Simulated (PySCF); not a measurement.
Start geometry of `FBc1cccs1` from a GFN2-xTB structure with every atom displaced at random (by about 0.01 Å) (Å):
```
atom  x, y, z in Å
F1     2.8534    0.7362    0.5785
B2     2.1942   -0.1584   -0.1424
C3     0.6502   -0.1596   -0.1418
C4    -0.1558    0.6881    0.5339
C5    -1.5501    0.3985    0.3171
C6    -1.7346   -0.6532   -0.5087
S7    -0.2408   -1.3270   -1.0432
H8     2.8768   -0.9092   -0.7459
H9     0.1670    1.4905    1.1815
H10   -2.3564    0.9581    0.7821
H11   -2.6657   -1.0899   -0.8268
```

Task: What comes out of this run: PySCF, PBE0-D3(BJ)/def2-SVP geometry optimisation, gas phase?

Result: 
```
atom  x, y, z in Å
F1     2.9494    0.6548    0.8008
B2     2.2900   -0.2410    0.0743
C3     0.7566   -0.2320    0.0869
C4    -0.1085    0.6128    0.7669
C5    -1.4730    0.3226    0.5446
C6    -1.6408   -0.7478   -0.3076
S7    -0.1494   -1.3864   -0.8298
H8     2.9406   -1.0329   -0.5701
H9     0.2517    1.4191    1.4083
H10   -2.3042    0.8716    0.9891
H11   -2.5799   -1.1845   -0.6479
```

The energy falls by 9.6 kJ/mol over 7 energy and gradient evaluations, the largest force component goes from 0.0427 to 2.9e-04 Eh/bohr, and the atoms move by 0.030 Å rms after alignment. The bond that changes most is C3–C4 (substituted aromatic carbon to aromatic CH carbon), which lengthens by 0.036 Å. Bonds longer at the end by more than 0.005 Å: 6 of 11; shorter: 3. Among the angles that change most is C3–C4–H9, from 126.0° to 122.1°. Rotational constants go from 5010, 1595, 1210 to 4981, 1589, 1204 MHz. The orientation of the end geometry is arbitrary; only internal coordinates are fixed.

The run used 122 basis functions and 47 SCF cycles in all. On Arm Neoverse N1, one thread, no GPU, shared host with 64 logical CPUs at a one-minute load of 35, this took 58 s wall and 0.51 GiB of memory at its peak.

Stationary, but not proved a minimum. The numbers are those of one conformer.
